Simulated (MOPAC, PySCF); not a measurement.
C2H7B, SMILES `BCC`, neutral singlet in the gas phase. 

Z-matrix (Å, degrees):
```
C
H 1 1.1016
H 1 1.1023 2 102.11
C 1 1.5222 2 111.14 3 118.41
H 4 1.0926 1 111.05 2 -176.78
H 4 1.0927 5 107.08 1 121.42
H 4 1.0929 5 107.59 6 115.41
B 1 1.5506 2 106.81 3 -111.27
H 8 1.1992 1 119.53 2 53.38
H 8 1.2000 9 118.35 1 -179.80
```
Charge 0, spin multiplicity 1.

All levels are single points at this geometry (PBE0-D3(BJ)/def2-TZVP); Pople sets use spherical d functions. Orbital energies aren't observables, and empty levels follow the basis.

```
level                            HOMO (eV)  LUMO (eV)  gap (eV)  dipole (D)  vertical IE, Delta-SCF (eV)
-------------------------------  ---------  ---------  --------  ----------  ---------------------------
TPSSh-D3(BJ)/def2-TZVP in PySCF      -8.09      -1.64      6.45        0.69                        10.96
B3LYP/6-311+G** in PySCF             -8.62      -1.53      7.09        0.65                            –
M06-2X/6-31G* in PySCF               -9.94       0.11     10.06        0.61                            –
PBE/6-31G* in PySCF                  -7.18      -1.90      5.27        0.78                            –
AM1 in MOPAC                        -11.05       1.68     12.73        0.55                            –
PM6 in MOPAC                        -10.80       0.18     10.98        0.59                            –
```
